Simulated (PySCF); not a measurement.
## Solvent effects on NMR parameters

Bonds: B1-N2 1.630 Å, N2-C3 1.464 Å, C3-C4 1.508 Å, C4-N5 1.263 Å. B1 carries H6, H7, H8; N2 carries H9, H10; C3 carries H11, H12; C4 carries H13; N5 carries H14.

GIAO PBE0/pcSseg-1 in PySCF 2.14 on one PBE0-D3(BJ)/def2-SVP conformer, non-relativistic, equivalent nuclei averaged. Solvents enter as an IEF-PCM continuum (acetone with ε = 20.5, dimethylsulfoxide with ε = 46.8) around the gas-phase geometry. Shifts are referred to BF3·OEt2, TMS computed in the same medium.

Gas phase, δ in ppm: B1 -21.8, C4 176.3, C3 54.4, H14 10.26, H13 7.54, H11/H12 3.17, H9/H10 2.78, H6/H7/H8 2.10. Dipole moment 3.21 D.

**Question.** How does each δ change in the continuum?

**Answer.** 
```json
{"atoms": "B1", "environment": "boron bonded to N, 3 H", "Δδ, acetone": "-1.8", "Δδ, dimethylsulfoxide": "-1.8"}
{"atoms": "C4", "environment": "carbon bonded to C, N, H", "Δδ, acetone": "+6.6", "Δδ, dimethylsulfoxide": "+7.0"}
{"atoms": "C3", "environment": "carbon bonded to C, N, 2 H", "Δδ, acetone": "+0.3", "Δδ, dimethylsulfoxide": "+0.4"}
{"atoms": "H14", "environment": "hydrogen on a nitrogen bonded to C", "Δδ, acetone": "-0.37", "Δδ, dimethylsulfoxide": "-0.39"}
{"atoms": "H13", "environment": "hydrogen on a carbon bonded to C, N", "Δδ, acetone": "+0.28", "Δδ, dimethylsulfoxide": "+0.29"}
{"atoms": "H11/H12", "environment": "hydrogen on a carbon bonded to C, N", "Δδ, acetone": "+0.15", "Δδ, dimethylsulfoxide": "+0.16"}
{"atoms": "H9/H10", "environment": "hydrogen on a nitrogen bonded to C, B", "Δδ, acetone": "+0.56", "Δδ, dimethylsulfoxide": "+0.59"}
{"atoms": "H6/H7/H8", "environment": "hydrogen on a boron bonded to N", "Δδ, acetone": "-0.52", "Δδ, dimethylsulfoxide": "-0.54"}
```

Changes are relative to the gas phase. The dipole moment becomes 3.73 D in acetone, 3.75 D in dimethylsulfoxide.

**Question.** Which of the listed nuclei move most (in ppm), and what does the model miss? (N and O are left out, as their reference compounds move with the solvent too.)

**Answer.** C4 (carbon bonded to C, N, H, +7.0 ppm) in dimethylsulfoxide. A continuum only polarises the solute; specific hydrogen bonds, the anisotropy of aromatic solvents and changes of geometry or conformer are outside it.
